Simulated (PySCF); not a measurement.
Si²⁺ (silicon, charge +2): PBE calculation

Configuration: [Ne] 3d2, high-spin 3F determinant (an excited configuration). Calculation: PySCF 2.14, in aug-cc-pCVTZ-DK with one added diffuse shell each of s, p, d, f type (9s8p6d4f, 91 functions); scalar relativity by spin-free X2C-1e.

```
Total energy                                                  : -287.6595 hartree
One-electron energy                                           : -386.5541 hartree
Hartree (Coulomb) energy                                      : 118.9006 hartree
Exchange-correlation energy                                   : -20.0060 hartree
⟨S²⟩                                                          : 2.0000
⟨L²⟩                                                          : 12.000
Sum of ⟨r⟩                                                    : 9.934 bohr
Sum of ⟨r²⟩                                                   : 19.79 bohr²
Traceless quadrupole moment −½Σ⟨3z² − r²⟩ along its main axis : -0.00556 e·bohr²
Langevin diamagnetic susceptibility                           : -15.7 ×10⁻⁶ cm³/mol
```

```json
{"shell": "1s β", "electrons": "1", "mean orbital energy (eV)": "-1816.9", "spread (eV)": "0", "rms radius, mean of both spins (bohr)": "0.129"}
{"shell": "1s α", "electrons": "1", "mean orbital energy (eV)": "-1816.9", "spread (eV)": "0", "rms radius, mean of both spins (bohr)": "0.129"}
{"shell": "2s α", "electrons": "1", "mean orbital energy (eV)": "-168.84", "spread (eV)": "0", "rms radius, mean of both spins (bohr)": "0.617"}
{"shell": "2s β", "electrons": "1", "mean orbital energy (eV)": "-168.69", "spread (eV)": "0", "rms radius, mean of both spins (bohr)": "0.617"}
{"shell": "2p α", "electrons": "3", "mean orbital energy (eV)": "-125.03", "spread (eV)": "0", "rms radius, mean of both spins (bohr)": "0.597"}
{"shell": "2p β", "electrons": "3", "mean orbital energy (eV)": "-124.90", "spread (eV)": "0", "rms radius, mean of both spins (bohr)": "0.597"}
{"shell": "3d α", "electrons": "2", "mean orbital energy (eV)": "-14.536", "spread (eV)": "0.006", "rms radius, mean of both spins (bohr)": "2.90"}
```

The outer electron is Rydberg-like, and this basis confines it to a smaller radius and binds it less than a complete one would.

Densities and radii are taken from the X2C orbitals without a picture-change correction, which distorts them close to the nucleus.
